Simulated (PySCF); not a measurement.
Method: PBE0-D3(BJ)/def2-TZVP (PySCF). All species are isolated molecules in the gas phase. 

Reference species (SMILES): `[SiH2]1[SiH2][SiH2][SiH2]1` (neutral, multiplicity 1).

The LUMO is -1.50 eV, the HOMO comes out as -7.57 eV and the HOMO–LUMO gap is 6.07 eV.

Changed species: `[SiH3]/[SiH]=[SiH]\[SiH3]`.

Question: Give the shifts of the LUMO, HOMO and HOMO–LUMO gap.

Answer: the LUMO falls by 0.60 eV, to -2.10 eV; the HOMO rises by 1.55 eV, to -6.02 eV; the HOMO–LUMO gap falls by 2.15 eV, to 3.92 eV.
